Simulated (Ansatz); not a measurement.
C$_{6}$H$_{13}$O (SMILES CC(C)[CH]C(C)O), doublet, geometry from GFN2-xTB; MP2/STO-3G run with Ansatz (an electronic-structure program).

Input for Ansatz:
Ansatz 0.2 input:
```yaml
crystal:
  periodic: [false, false, false]
  atoms:
    - {symbol: C, position_ang: [-2.13401126, -1.15750947, 0.89014235]}
    - {symbol: C, position_ang: [-1.01991769, -0.58716968, 0.01233565]}
    - {symbol: C, position_ang: [-1.60292900, 0.46154716, -0.96106109]}
    - {symbol: C, position_ang: [0.04985495, 0.02042341, 0.83743466]}
    - {symbol: C, position_ang: [1.42337374, 0.31101235, 0.34457205]}
    - {symbol: C, position_ang: [1.96300372, -0.69874433, -0.66265601]}
    - {symbol: O, position_ang: [1.47385920, 1.59557992, -0.30265404]}
    - {symbol: H, position_ang: [-2.58626910, -0.37155628, 1.49133412]}
    - {symbol: H, position_ang: [-1.73886860, -1.91818758, 1.55937170]}
    - {symbol: H, position_ang: [-2.90898146, -1.60755191, 0.27401043]}
    - {symbol: H, position_ang: [-0.60014975, -1.39612906, -0.59501737]}
    - {symbol: H, position_ang: [-2.08518019, 1.26142492, -0.40337419]}
    - {symbol: H, position_ang: [-0.81171411, 0.89063049, -1.56986026]}
    - {symbol: H, position_ang: [-2.33956438, -0.00333957, -1.61238938]}
    - {symbol: H, position_ang: [-0.24573898, 0.49972992, 1.75916002]}
    - {symbol: H, position_ang: [2.10543560, 0.34767732, 1.21355023]}
    - {symbol: H, position_ang: [1.37670832, -0.66517776, -1.57580281]}
    - {symbol: H, position_ang: [1.93362914, -1.70003459, -0.24220522]}
    - {symbol: H, position_ang: [2.98969439, -0.44243316, -0.90852479]}
    - {symbol: H, position_ang: [1.04387866, 2.24295108, 0.26637435]}
basis:
  gaussian:
    orbitals: STO-3G
magnetization: {spin_polarized: true, initial_magnetization: 1}
correlation: {method: mp2, electrons: outside_noble_gas}
accuracy: high
```

### Question
Write the output that Ansatz gives for this input, abridged.

### Answer

```
Functional definition: HF
1132 factors; integrals over basis functions are off by at most 4.7e-9 eV
mean field evaluation 1: about -8318.2124 eV, gradient 1.9e1 eV
mean field evaluation 2: about -8318.7068 eV, gradient 1.9e1 eV
mean field evaluation 4: about -8321.4886 eV, gradient 1.7e0 eV
mean field evaluation 8: about -8321.5271 eV, gradient 9.4e-5 eV
mean field -8321.52406720 eV, -305.8103689379 hartree, gradient 1.6e-8 eV, S^2 0.767018; 0 other end points of the search recorded, 0 dependent functions left out
7 core orbitals not correlated
reference -8321.52406720 eV, -305.8103689379 hartree; 22, 21 occupied and 19, 20 virtual orbitals, 1132 factors
second order -8.79654785 eV of doubles, -0.00000000 eV of singles
Total energy: -8330.32061505 eV, -306.1336361090 hartree
```
